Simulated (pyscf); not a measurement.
**H₂P–In (SMILES [PH2][In]), singlet**

Gas-phase minimum from PySCF at ωB97X-D3(BJ)/def2-SVP, one conformer. Other isomers of H₂P–In [singlet] were not searched in full and may lie lower. 

SMILES: [In][PH2]
```xyz
4

P     -0.2508     1.0705    -0.0283
In     1.9220     0.6019    -1.3647
H      0.3321     0.3700     1.0763
H     -0.8023    -0.1249    -0.5915
```

Bonds (Å): P1–In2 2.593, P1–H3 1.432, P1–H4 1.432. Bond angles (°): In2–P1–H3 88.2, In2–P1–H4 88.2, H3–P1–H4 93.0.

Properties at ωB97X-D3(BJ)/def2-SVP:

```yaml
harmonic_wavenumbers_unscaled: 277, 405, 441, 1099, 2394, 2404 cm⁻¹
zero_point_energy: 10.0 kcal/mol
rotational_symmetry_number: 1
Entropy of this conformer at 298 K and 1 atm, rigid rotor and harmonic oscillator, modes under 100 cm⁻¹ raised to 100: 282.4 J/(mol K)
dipole_moment: 1.96 D
```

Single-point totals, which compare only within one level (frozen core for MP2 and CC):

| level | total energy (hartree) |
|---|---|
| ωB97X-D3(BJ)/def2-TZVP | -532.79763 |
| PBE/def2-TZVP | -532.55423 |
| r²SCAN/def2-TZVP | -532.75156 |
| B3LYP-D3(BJ)/def2-TZVP | -532.81106 |
| PBE0-D3(BJ)/def2-TZVP | -532.58299 |
| M06-2X/def2-TZVP | -532.61407 |
| ωB97M-D3(BJ)/def2-TZVP | -532.78314 |
| HF/def2-TZVPP | -531.13661 |
| MP2/def2-TZVPP | -531.56599 |
| CCSD/def2-TZVPP | -531.58268 |
| CCSD(T)/def2-TZVPP | -531.59905 |

The CCSD(T) − MP2 part came from Ansatz, without density fitting, on the same reference. The frozen core leaves the outer d or s,p core shells of the metals and heavy elements correlated in the MP2 and CC values, and def2-TZVPP describes them poorly, so these totals are far from the basis limit. Elements past Kr carry the def2 core potentials, without spin-orbit coupling.
